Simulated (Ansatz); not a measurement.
`[BH2][GaH][O]C` + `[SiH3]S` → `BS[SiH3]` + `C[O][GaH2]` at 700 K and 1 bar (cleavage of the B–Ga bond).

Isolated molecules relaxed with PBE0-D4/def2-TZVP in Ansatz; ΔE leaves out vibrations. CCSD(T)/CBS adds triple-zeta CCSD(T) − MP2 to the extrapolated MP2 energy (def2 sets, frozen cores). For Ga outer-core shells are correlated without core-valence functions, which leaves a few kJ/mol of doubt a bond. Scalar relativity is left out up to krypton. One conformer a species, not always the lowest.

```tsv
species	CCSD(T)/CBS energy (Eh)	H − E (kJ/mol)	S (J/(mol·K))
`[BH2][GaH][O]C`	-2065.53474	253.4	458.6
`[SiH3]S`	-689.27336	135.5	340.5
`BS[SiH3]`	-714.68055	186.5	398.7
`C[O][GaH2]`	-2040.16771	201.4	387.4
```

H − E and S are ideal-gas, rigid-rotor, harmonic terms from PBE0-D4/def2-TZVP, for one conformer and one mirror image of each species. 1 Eh = 2625.50 kJ/mol, R = 8.31446 J/(mol·K).

Task: By hand: ΔE, ΔH, ΔS and ΔG.

Result: ΔE = (-714.68055) + (-2040.16771) − (-2065.53474) − (-689.27336) = -0.04016 Eh = -105.4 kJ/mol. Δ(H − E) = 186.5 + 201.4 − 253.4 − 135.5 = -1.0, so ΔH = -106.4 kJ/mol. ΔS = 398.7 + 387.4 − 458.6 − 340.5 = -13.0 J/(mol·K). ΔG = -106.4 − 700 × (-13.0)/1000 = -97.3 kJ/mol.

Task: By hand: the equilibrium constant, and the temperature at which ΔG would vanish if ΔH and ΔS stayed fixed.

Result: log₁₀ K = −ΔG/(RT ln 10) = 7.3. ΔG = 0 at ΔH/ΔS = 8185 K, far beyond where these terms or the molecules hold.

The number of gas molecules stays the same, so ΔS is small and ΔH decides. A doubt of 5 kJ/mol in ΔE shifts log₁₀ K by 0.4 here. Other conformers and mirror images would add mixing entropy, several J/(mol·K) or more a flexible species. These are equilibria of isolated gas molecules and say nothing of rates. Largest T1 diagnostic: 0.015 (customary marks: 0.02 for closed shells, 0.045 for open ones).
